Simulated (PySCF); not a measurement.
**Radial density of C²⁺ (carbon, charge +2)**

UHF, [He] 2s1 3s1, high-spin 3S determinant (an excited configuration). All numbers are calculated (PySCF 2.14, scalar relativity by spin-free X2C-1e, in x2c-TZVPPall with one added diffuse shell each of s, p, d type (6s4p3d1f, 40 functions)).

| r (bohr) | 4πr²ρ (e/bohr) | 4πr²(ρα − ρβ) |
| --- | --- | --- |
| 0.00388 | 0.02383 | 0.0012 |
| 0.00653 | 0.06515 | 0.0031 |
| 0.0110 | 0.1728 | 0.0083 |
| 0.0185 | 0.4445 | 0.0211 |
| 0.0311 | 1.076 | 0.0504 |
| 0.0523 | 2.361 | 0.1071 |
| 0.0879 | 4.368 | 0.1852 |
| 0.148 | 6.104 | 0.2167 |
| 0.249 | 5.358 | 0.0938 |
| 0.419 | 2.245 | 0.0101 |
| 0.704 | 0.8524 | 0.5728 |
| 1.18 | 0.9186 | 0.9145 |
| 1.99 | 0.3195 | 0.3195 |
| 3.35 | 0.3885 | 0.3885 |
| 5.63 | 0.05760 | 0.0576 |
| 9.48 | 0.0003191 | 0.0003 |

Densities and radii are taken from the X2C orbitals without a picture-change correction, which distorts them close to the nucleus.

The outer electron is Rydberg-like, and this basis confines it to a smaller radius and binds it less than a complete one would.
